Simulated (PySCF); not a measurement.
Species: C6H10ClN3.
Z-matrix (Å and degrees, PBE0-D3(BJ)/def2-SVP geometry), rows numbered from 1:
```
C 
C   1  1.4846
N   2  1.3321  1  124.01
N   3  1.3152  2  104.93  1   179.77
C   4  1.4592  3  122.23  2  -179.39
C   5  1.5201  4  110.10  3  -119.34
C   5  1.5204  4  110.12  3   115.24
N   4  1.3142  3  115.89  2    -0.01
C   8  1.3242  4  103.27  3     0.04
Cl  9  1.7076  2  127.46  1     0.50
H   1  1.1001  2  110.98  3   130.44
H   1  1.0974  2  109.91  3     9.86
H   1  1.1014  2  111.25  3  -110.21
H   5  1.0995  4  103.26  3    -2.01
H   6  1.0996  5  110.93  4    57.40
H   6  1.0998  5  110.34  4   -62.77
H   6  1.0997  5  110.13  4   177.40
H   7  1.0999  5  110.38  4    63.88
H   7  1.0998  5  110.14  4  -176.25
H   7  1.0996  5  110.87  4   -56.34
```

NICS = −σ at a ghost point: NICS(0) at the centroid of the ring atoms, NICS(1) 1 Å to either side along the normal of their mean plane, zz for the tensor component along that normal. Level: GIAO PBE/pcSseg-1 (PySCF, non-relativistic, gas phase) on the PBE0-D3(BJ)/def2-SVP geometry, one conformer.

Ring bond lengths (Å): C2–N3 1.332, N3–N4 1.315, N4–N8 1.314, N8–C9 1.324, C9–C2 1.410.

What do the NICS probes read (ppm)?

| ring | type | NICS(0) | NICS(1), two faces | NICS(1)zz, two faces | rms pucker (Å) | centre to ring atoms, mean (Å) |
| --- | --- | --- | --- | --- | --- | --- |
| C2–N3–N4–N8–C9 | 5-membered ring with 3 N; formal bonds all aromatic | -11.8 | -11.9 / -11.9 | -27.6 / -27.7 | 0.00 | 1.14 |

What do they say, and how far can they be read as aromaticity?

- C2–N3–N4–N8–C9: mean NICS(1)zz -27.6 ppm, shielded, aromatic by this magnetic criterion (flat ring, no four-coordinate atom).

How equal are the bonds by HOMA? HOMA takes Krygowski's 1993 parameters.

- C2–N3–N4–N8–C9: HOMA 0.97; the largest term is that of C9–C2, α(R − Ropt)² = 0.12. The geometric and the magnetic index point the same way.

At the second NICS(1) probe listed for ring C2–N3–N4–N8–C9, 1 Å off the ring, how large is the induced field along the normal in 14.1 T applied along it?

NICSzz × B0 = -27.7 ppm × 14.1 T = -391 μT, against the applied field.

List the ring angles.

- C2–N3–N4–N8–C9: C2 106.3°, N3 104.9°, N4 115.9°, N8 103.3°, C9 109.6°; sum 540.0° against 540° for a flat convex ring.

How do the values depend on the level or the medium?

```
                             level  NICS(0), C2–N3–N4–N8–C9  mean NICS(1)zz, C2–N3–N4–N8–C9
                 PBE/pcSseg-1, gas                    -11.8                           -27.6
                PBE0/pcSseg-1, gas                    -12.5                           -29.0
 PBE0/pcSseg-1, IEF-PCM chloroform                    -12.5                           -29.0
PBE0/pcSseg-1, IEF-PCM cyclohexane                    -12.5                           -29.0
```

The geometry is the same throughout; the continuum's cavity takes Bondi-type radii × 1.2.

Hardware: one thread, Arm Neoverse V2 (aarch64), on a shared host. Cost: 50 s of wall time, 0.85 GiB resident at most. This is the whole shielding run at PBE/pcSseg-1, SCF included.
